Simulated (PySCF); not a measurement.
Structure problem from calculated spectra and properties.

Formula: C2H8O3SSi.

| Quantity | Value |
| --- | --- |
| NMR, other nuclei | isotropic shieldings of nuclei other than C and H, by class: 94 (2 O), 138 (1 O), 362 (1 Si), 198 (1 S) ppm [GIAO PBE0/pcSseg-1] |
| Triplet | lowest triplet excitation (Tamm–Dancoff): 7.76 eV [TDA wB97X-D/def2-SVPD] |
| UV, strongest line | among the 8 lowest singlet transitions: S6 at 9.01 eV (138 nm, f = 0.118) [TDDFT wB97X-D/def2-SVPD] |
| Polarisability | 77.2 au [wB97X-D/def2-SVPD] |
| Dipole | 2.76 D [wB97X-D/def2-SVPD] |
| 13C NMR | chemical shifts (computed TMS as zero) by class: 45.0 (1 C), -0.1 (1 C) ppm [GIAO PBE0/pcSseg-1] |
| Rotational structure | rotational constants A, B, C: 3.430, 1.316, 1.213 GHz [GFN2-xTB] |
| UV, first state | lowest singlet excitation: 8.07 eV (154 nm, f = 0.004) [TDDFT wB97X-D/def2-SVPD] |

Gas-phase values; electronic properties from PySCF, density fitting. Levels stand in brackets. The structure is a single GFN2-xTB conformer in the gas phase; no vibrational or solvent corrections. NMR classes are plain means over equivalent atoms (diastereotopic ones count apart unless rotation or inversion swaps them), as if these changed places fast.

**Question.** Give a SMILES that accounts for the data.

**Answer.** Numbering: `[CH3:1][SiH2:2][O:3][S:4]([CH3:5])(=[O:6])=[O:7]`. 2 carbons fall into 2 classes; from least to most shielded: S-methyl carbon [C5] (45.0 ppm), Si-methyl carbon [C1] (-0.1 ppm). The other shieldings belong to: 94 ppm, sulfonyl oxygen [O6/O7]; 138 ppm, oxygen bonded to S and Si [O3]; 362 ppm, oxygen-bound silicon [Si2]; 198 ppm, sulfonyl sulfur [S4]. The optimised geometry has point group C1 and is an asymmetric top. Structure: `S(O[SiH2]C)(=O)(C)=O`. Computed isomers that give other values at the same levels: `CSC[Si](O)(O)O` (13C chemical shifts (computed TMS as zero) by class: 21.3 (1 C), 20.3 (1 C) ppm); `CCO[Si](O)(O)S` (13C chemical shifts (computed TMS as zero) by class: 61.9 (1 C), 20.0 (1 C) ppm); `CS(=O)(=O)C[SiH2]O` (13C chemical shifts (computed TMS as zero) by class: 51.5 (1 C), 51.3 (1 C) ppm). The assignments are read from this structure; whether some other isomer fits the data as well wasn't checked.

Shape of the structure used: `[CH3:1][SiH2:2][O:3][S:4]([CH3:5])(=[O:6])=[O:7]`: C1–Si2–O3–S4 -59°, Si2–O3–S4–C5 -172°.
